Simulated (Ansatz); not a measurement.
Basis-set extrapolation for `CCOC(=O)CCCCl` (PBE0-D4/def2-TZVP geometry, frozen core, Ansatz 0.2.0). Multiplicity 1, RHF reference.

```
                      def2-TZVPP   def2-QZVPP
                 HF  -843.029445  -843.059553
    MP2 correlation    -1.669688    -1.791239
CCSD(T) correlation    -1.810508      not run
```

Energies in hartree. Use E(X) = E(∞) + A·exp(−7.88·√X) for Hartree–Fock and E(X) = E(∞) + B·X^(−2.97) for correlation, with X = 3 and 4, and add CCSD(T) minus MP2 of the smaller set to the MP2 limit.

What is the CCSD(T) energy at the basis-set limit?

HF limit: -843.059553 + (-0.030108) × 0.13774 = -843.06370. MP2 limit: -1.791239 + (-0.121551) × 0.74074 = -1.88128. Higher-order term: -1.810508 − (-1.669688) = -0.14082. Total: -845.08580 hartree, 6.69 eV below CCSD(T)/def2-TZVPP.
